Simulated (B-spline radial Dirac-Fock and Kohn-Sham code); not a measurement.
**How the binding energies of Ag add up**

System: neutral silver, configuration [Kr] 4d9 5s2 (not the ground configuration); nuclear rms radius 4.5454 fm (A = 107).

The computed values come from an atomic code on a B-spline grid: ΔSCF Dirac-Fock with Breit, self-energy and vacuum polarisation, finite nucleus, configuration average. The model has no electron correlation. Energies are counted from the vacuum level. Subshells whose hole state is unreliable or did not converge are left out.

All terms are in eV, carry their sign (relaxation lowers the binding energy) and add up to the binding energy; ⟨r⟩ is the mean radius of the orbital in the initial state.

```tsv
subshell	−ε (Koopmans)	relaxation	Gaunt	retardation	QED	binding energy	⟨r⟩ (bohr)
K	25669.5	-64.45	-56.51	4.38	-26.29	25526.7	0.031
L1	3869.0	-34.88	-4.91	0.26	-3.18	3826.3	0.134
L2	3584.3	-38.12	-8.91	0.99	0.28	3538.5	0.114
L3	3408.1	-37.12	-6.38	1.15	-0.07	3365.7	0.119
M1	750.4	-15.13	-0.63	0.02	-0.62	734.0	0.366
M2	635.8	-15.54	-1.27	0.13	0.06	619.2	0.359
M3	603.7	-15.13	-0.81	0.16	-0.01	587.9	0.369
M4	402.9	-16.31	-0.30	0.01	0.06	386.4	0.343
N1	121.1	-4.98	-0.08	0.00	-0.11	115.9	0.916
N2	82.65	-4.59	-0.17	0.02	0.02	77.92	0.983
N3	77.25	-4.36	-0.09	0.02	0.01	72.82	1.012
N4,5	18.14	-3.02	0.01	0.00	0.01	15.15	1.336
O1	7.48	-0.30	0.00	0.00	-0.01	7.17	3.161
```

For the deepest level, K (1s), the Breit terms make up -0.204 % of the binding energy, QED -0.103 % and orbital relaxation -0.252 %.

Spin-orbit splittings: 2p 172.9 eV, 3p 31.27 eV, 4p 5.10 eV.
